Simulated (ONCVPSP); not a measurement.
## What one change does to a pseudopotential (Ta (Z = 73), ONCV)

```
Element                 : tantalum
Generator               : ONCVPSP 4.0.1
Type                    : optimised norm-conserving Vanderbilt (ONCV)
Functional              : PBE
Relativity              : scalar-relativistic
Frozen core             : [Xe]
Valence charge          : 19
Reference configuration : 4f14 5d3 6s1 6p1
Partial waves           : 6s: rc 2.50 bohr, ncon 3, nbas 6, qcut 2.1 1/bohr, 2 projectors, debl 3.5 Ha; 6p: rc 3.80 bohr, ncon 3, nbas 6, qcut 2.2 1/bohr, 2 projectors, debl 1.7 Ha; 5d: rc 2.10 bohr, ncon 4, nbas 9, qcut 6.2 1/bohr, 1 projector; 4f: rc 0.75 bohr, ncon 3, nbas 7, qcut 22 1/bohr, 1 projector
Local potential         : polynomial inside 0.50 bohr (lpopt 5, dvloc0 3 Ha)
Core correction         : Teter function, fcfact 4.5, rcfact 1.65
```

Change: core correction Teter function, fcfact 2.9, rcfact 1.65.

Cutoffs: the cutoffs (Ha) at which the residual kinetic energy of the hardest occupied pseudo-wave falls to 1 and 0.1 mHa per electron; they do not see the model core or the augmentation charge, which bear on the density cutoff. Errors are all-electron minus pseudo energies relative to the spin-unpolarised reference configuration.

**Question.** Predict the effect on cutoff, ghosts and configuration errors.

**Answer.** The potential gets neither clearly harder nor softer (210 Ha and 228 Ha → 210 Ha and 228 Ha); both files keep a bound ghost (d, p, s); of the 3 tests that both files solve, the error grows in 0 and shrinks in 3 by more than 15 % and 0.3 meV (median size 52.0 → 35.9 meV). A model core, the more so a compact one, raises the density cutoff, which this test does not measure.

```csv
quantity,base,changed
"cutoff, loose",210 Ha,210 Ha
"cutoff, tight",228 Ha,228 Ha
bound ghosts,"s, p, d","s, p, d"
GHOST(+) flags under 300 eV,s at 94.5 eV,s at 94.5 eV
tests with a reliable result,3 of 4,3 of 4
"error for 4f14 5d3 6s2 6p0, meV [ΔE -4.18 eV]",-17,-11
"error for 4f14 5d3 6s1 6p0, meV [ΔE 4.29 eV]",-52,-36
"error for 4f14 5d3 6s0 6p0, meV [ΔE 19.26 eV]",-307,-212
s: phases at 2.55 bohr within 0.05 rad from the reference energy up to (Ha; the scan ends near 5),3.4,3.4
p: phases at 3.87 bohr within 0.05 rad from the reference energy up to (Ha; the scan ends near 5),1.0,1.0
d: phases at 2.13 bohr within 0.05 rad from the reference energy up to (Ha; the scan ends near 5),2.3,2.3
f: phases at 0.76 bohr within 0.05 rad from the reference energy up to (Ha; the scan ends near 5),to the end of the scan,to the end of the scan
"rms error of d²Exc/dni dnj with the model core, mHa",6.41,6.31
```

 A true bound ghost makes a file unfit for plane-wave use even where its test errors are small: the radial tests pick states by their node count and pass the ghost by.
